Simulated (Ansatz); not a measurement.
A nudged elastic band was laid between two geometries of FH5W (7 atoms, charge 0, multiplicity 1).

Theory: Ansatz, RKS BLYP/def2-SVP.

| Property | Result |
| --- | --- |
| movable images | 7 |
| climbing image | yes |
| spring | 5.0 eV/Å² |
| optimiser | quadratic models (default) |
| start path | through a guess of the saddle point |
| force threshold | 0.05 eV/Å |
| iteration limit | 60 |
| end points | relaxed |

First end point:

```xyz
7
Properties=species:S:1:pos:R:3
W 0.078 -0.250 0.078
H 0.428 0.057 1.714
H 1.714 0.057 0.428
H -0.818 0.885 -0.818
H -1.137 0.568 0.943
F -0.308 -2.015 -0.308
H 0.943 0.568 -1.137
```

Last end point:

```xyz
7
Properties=species:S:1:pos:R:3
W 0.078 -0.250 0.078
H 0.429 0.058 1.714
H 1.714 0.057 0.428
H -1.136 0.569 0.943
H -0.819 0.884 -0.819
F -0.309 -2.015 -0.308
H 0.943 0.568 -1.137
```

Problem. Which bonds break or form, and what moves?

Solution. No bond is made or broken.  The two ends are copies of one structure, up to a mirror image or an exchange of like atoms.

Problem. What energy profile does the band end with?

Solution. It converged. The highest image is number 4 of 0 to 8, 29.1 kcal/mol above the ends, which have the same energy within 2 meV. A vibrational analysis at the climbing image gives one clearly imaginary mode, 712i cm⁻¹: a first-order saddle point.

| image | path coordinate (Å) | energy (kcal/mol) |
| --- | --- | --- |
| 0 | 0.00 | 0.0 |
| 1 | 0.62 | 6.6 |
| 2 | 1.24 | 11.6 |
| 3 | 1.86 | 16.8 |
| 4 | 2.48 | 29.1 |
| 5 | 3.10 | 16.8 |
| 6 | 3.72 | 11.6 |
| 7 | 4.34 | 6.6 |
| 8 | 4.96 | 0.0 |

Problem. What is the geometry of the highest image?

Solution. 
```xyz
7
Properties=species:S:1:pos:R:3
W -0.067 -0.295 0.119
H 0.801 -0.173 1.573
H 1.271 0.724 0.152
H -0.166 1.478 0.181
H -1.617 0.418 0.144
F -0.125 -2.209 0.053
H 0.802 -0.073 -1.322
```

Problem. What are the harmonic wavenumbers there?

Solution. 712i, 150, 454, 482, 639, 759, 831, 884, 966, 968, 1834, 2004, 2024, 2027, 2053 cm⁻¹.

The band took 25 iterations and about 4 core-minutes.

Run time: 4.4 min on 1 thread of Intel(R) Xeon(R) Platinum 8488C (Sapphire Rapids) (shared host), peak memory 0.15 GiB.
